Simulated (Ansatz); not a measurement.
C$_{3}$H$_{6}$O, charge +1, doublet, geometry from GFN2-xTB (a state made from the parent by changing its charge; the spin is typed, not shown lowest); Ansatz (a quantum-chemistry and plane-wave program) with CAM-B3LYP/def2-SVP.

Here is a job for Ansatz.
Ansatz 0.2 input:
```yaml
crystal:
  periodic: [false, false, false]
  atoms:
    - {symbol: C, position_ang: [-1.18597595, -0.14441293, -0.71373654]}
    - {symbol: C, position_ang: [-0.01271310, -0.00375321, 0.24223374]}
    - {symbol: C, position_ang: [1.25579545, 0.16576373, -0.57745768]}
    - {symbol: O, position_ang: [-0.07584897, -0.02317817, 1.41320140]}
    - {symbol: H, position_ang: [-1.30258545, -1.21644870, -0.90209386]}
    - {symbol: H, position_ang: [-1.03621479, 0.37090044, -1.65944088]}
    - {symbol: H, position_ang: [-2.06911206, 0.23818194, -0.19380452]}
    - {symbol: H, position_ang: [2.08828814, -0.17109857, 0.04700893]}
    - {symbol: H, position_ang: [1.22921474, -0.37762274, -1.51942441]}
    - {symbol: H, position_ang: [1.35456264, 1.23592760, -0.78409358]}
basis:
  gaussian:
    orbitals: def2-SVP
hamiltonian:
  xc: cam_b3lyp
total_charge: 1
magnetization: {spin_polarized: true, initial_magnetization: 1}
output: {forces: true}
```

Output, abridged:

```
Functional definition: CAM-B3LYP
876 factors; integrals over basis functions are off by at most 1.4e-3 eV
240 factors; integrals over basis functions are off by at most 6.7e-6 eV
mean field evaluation 1: about -5232.9621 eV, gradient 3.8e1 eV
mean field evaluation 2: about -5233.2048 eV, gradient 4.1e1 eV
mean field evaluation 4: about -5239.3609 eV, gradient 2.3e0 eV
mean field evaluation 8: about -5239.6100 eV, gradient 4.5e-1 eV
mean field evaluation 16: about -5239.6150 eV, gradient 1.3e-3 eV
mean field -5239.61498677 eV, -192.5522992251 hartree, gradient 5.5e-5 eV, S^2 0.757431; 0 other end points of the search recorded, 0 dependent functions left out
the calculation of the forces begins
reference -5239.61508509 eV, -192.5523028383 hartree; 16, 15 occupied and 70, 71 virtual orbitals, 876 factors
Total energy: -5239.61508509 eV, -192.5523028383 hartree
Atom 0 at    -1.185976    -0.144413    -0.713737 Å, force    -1.323402     0.082151     0.687060 eV/Å
Atom 1 at    -0.012713    -0.003753     0.242234 Å, force     0.126630     0.041400    -2.523639 eV/Å
Atom 2 at     1.255795     0.165764    -0.577458 Å, force     1.272336    -0.099319     0.856946 eV/Å
Atom 3 at    -0.075849    -0.023178     1.413201 Å, force    -0.062500    -0.018961     1.203212 eV/Å
Atom 4 at    -1.302585    -1.216449    -0.902094 Å, force     0.042247    -0.344052     0.053658 eV/Å
Atom 5 at    -1.036215     0.370900    -1.659441 Å, force     0.375271     0.238722    -0.123941 eV/Å
Atom 6 at    -2.069112     0.238182    -0.193805 Å, force    -0.285111    -0.059473    -0.023599 eV/Å
Atom 7 at     2.088288    -0.171099     0.047009 Å, force     0.282449     0.066116    -0.009208 eV/Å
Atom 8 at     1.229215    -0.377623    -1.519424 Å, force    -0.342940    -0.253994    -0.163688 eV/Å
Atom 9 at     1.354563     1.235928    -0.784094 Å, force    -0.084981     0.347410     0.043198 eV/Å
Dipole moment:     0.020162     0.006127    -0.431086 e Å
```
